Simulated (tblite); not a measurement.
Compound: C4H7Cl2NSi.
Structure used (GFN2-xTB), in Å, numbered top down from 1:
```xyz
15
C4H7Cl2NSi angstrom
N     -1.8812    0.2848   -2.4176
C     -1.6628   -0.3392   -1.4834
C     -1.3627   -1.0892   -0.3059
Si    -0.5928    0.0265    1.0568
Cl    -0.0290   -1.1824    2.5672
C      0.8925    1.0320    0.3836
C      1.5663    0.4312   -0.8366
Cl     2.0990   -1.2398   -0.4984
H     -2.2843   -1.5432    0.0624
H     -0.6748   -1.8940   -0.5735
H     -1.6133    0.9639    1.5305
H      0.5612    2.0346    0.1094
H      1.6341    1.1515    1.1755
H      2.4593    0.9898   -1.1181
H      0.8842    0.3816   -1.6851
```

Level: GFN2-xTB in tblite, geometry and Hessian alike; calculated harmonic values, unscaled, isolated species. Against measured fundamentals such values can be off by several per cent, at times by over 20. Modes of hydrogen on silicon can be 10 to 20 % off. One conformer, not necessarily the lowest.

Harmonic wavenumbers (cm⁻¹): 34.6, 49.3, 92.3, 95.4, 143.3, 164.3, 186.0, 229.0, 377.7, 390.9, 440.8, 520.1, 620.2, 633.7, 658.0, 674.7, 735.2, 770.6, 799.2, 934.7, 1015.0, 1055.5, 1073.0, 1107.5, 1169.3, 1183.9, 1265.8, 1293.2, 1399.8, 1449.2, 1460.1, 2247.4, 2401.3, 2970.5, 2975.9, 2978.6, 2979.9, 2991.2, 2994.4.

A = 1222, B = 1001, C = 694.2 MHz; mass 166.972 u (most abundant isotopes); point group C1, symmetry number 1.

Question: What is the zero-point energy?

Answer: ½Σν̃ = 22281 cm⁻¹ = 63.70 kcal/mol.

Question: Entropy at 273.15 K, 1 bar (ideal gas, RRHO, classical rotation)?

Answer: Translation 40.84, rotation 30.05, vibration 30.77: S = 101.7 cal/(mol K).

Question: And Cp and H(273.15 K) − H(0)?

Answer: Cp = 35.46 cal/(mol K), of which vibrations give 27.51 (their classical limit is 39 R = 77.5); H(273.15 K) − H(0) = 6.33 kcal/mol without the zero-point energy, 4.15 from vibrations.

Question: Blend soft modes into free rotors: weight 1/[1 + (100 cm⁻¹/ν̃)⁴] for the oscillator and the rest for a rotor with moment μB/(μ + B), μ = h/(8π²ν), B = 10⁻⁴⁴ kg m². What vibrational entropy results?

Answer: 27.44 cal/(mol K) in place of 30.77, which changes −T·S at 273.15 K by +0.91 kcal/mol.

Question: Which modes carry the vibrational entropy at 273.15 K?

Answer: 34.6 cm⁻¹: 5.37; 49.3 cm⁻¹: 4.67; 92.3 cm⁻¹: 3.44; 95.4 cm⁻¹: 3.38; 143.3 cm⁻¹: 2.59; 164.3 cm⁻¹: 2.34 cal/(mol K); the other 33 give 8.98 together.

Question: How do the functions run with temperature in this model?

Answer: 
```tsv
T (K)	S (cal/(mol K))	Cp (cal/(mol K))	H − H(0) (kcal/mol)	G − H(0) (kcal/mol)	ln q(vib)
50	62.3	15.1	0.55	-2.56	0.91
100	74.6	20.7	1.46	-6.01	2.57
298.15	104.9	37.5	7.24	-24.03	8.53
373.15	113.9	43.1	10.26	-32.23	10.55
500	127.6	50.8	16.24	-47.57	13.78
750	150.3	61.1	30.33	-82.42	19.58
1000	168.9	67.7	46.48	-122.39	24.72
```

q(vib) and H(0) count from the zero-point level.

Hindered rotation and anharmonicity are outside this model. Other conformers, if any are populated, would add a mixing term that is left out. The structure is chiral; the term R ln 2 for an equal mix with its mirror image is left out.
